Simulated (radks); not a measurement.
The numbers below are computed, except where a source is named.
Isoelectronic series with 23 electrons, all held in the configuration [Ar] 3d3 4s2, which need not be the ground one along the series. Code: a radial shooting solver on a logarithmic mesh with Libxc functionals. Model: Dirac Kohn-Sham, PBEsol, spin-unpolarised, spherical densities, finite nucleus; open shells are shared between the two j in proportion to 2j + 1; Fermi nuclear charge, rms radius of each element as measured or else 0.836 A^(1/3) + 0.57 fm. Total energies (hartree) and orbital eigenvalues (hartree):

| ion | E (hartree) | 4s1/2 | 3d5/2 | 3d3/2 | 3p3/2 |
|---|---|---|---|---|---|
| V | -947.99444 | -0.17329 | -0.18957 | -0.19199 | -1.60456 |
| Mn2+ | -1155.65356 | -0.87499 | -1.35540 | -1.36103 | -3.15581 |
| Co4+ | -1385.68166 | -1.89300 | -3.08823 | -3.09881 | -5.27001 |
| Cu6+ | -1638.09775 | -3.19464 | -5.31718 | -5.33500 | -7.87649 |
| Ga8+ | -1913.00074 | -4.76915 | -8.01911 | -8.04703 | -10.95464 |
| As10+ | -2210.52713 | -6.61204 | -11.18320 | -11.22477 | -14.49569 |
| Br12+ | -2530.83920 | -8.72150 | -14.80344 | -14.86290 | -18.49536 |
| Rb14+ | -2874.12065 | -11.09716 | -18.87611 | -18.95848 | -22.95145 |
| Nb18+ | -3630.42317 | -16.64957 | -28.36974 | -28.51650 | -33.22953 |
| Tc20+ | -4043.90841 | -19.82893 | -33.78788 | -33.97800 | -39.05142 |
| Rh22+ | -4481.29255 | -23.27946 | -39.65238 | -39.89469 | -45.32916 |
| Ag24+ | -4942.85954 | -27.00343 | -45.96264 | -46.26710 | -52.06356 |
| In26+ | -5428.91175 | -31.00335 | -52.71830 | -53.09604 | -59.25566 |
| Sb28+ | -5939.77735 | -35.28205 | -59.91908 | -60.38253 | -66.90670 |
| I30+ | -6475.80687 | -39.84266 | -67.56484 | -68.12775 | -75.01806 |
| Cs32+ | -7037.3792 | -44.68858 | -75.65554 | -76.33307 | -83.59129 |
| La34+ | -7624.8982 | -49.82351 | -84.19117 | -84.99999 | -92.62806 |
| Pr36+ | -8238.7997 | -55.25148 | -93.17182 | -94.13016 | -102.1302 |
| Pm38+ | -8879.5406 | -60.97678 | -102.5976 | -103.7253 | -112.0996 |
| Eu40+ | -9547.6031 | -67.00401 | -112.4687 | -113.7875 | -122.5383 |
| Tb42+ | -10243.5993 | -73.33854 | -122.7854 | -124.3185 | -133.4485 |
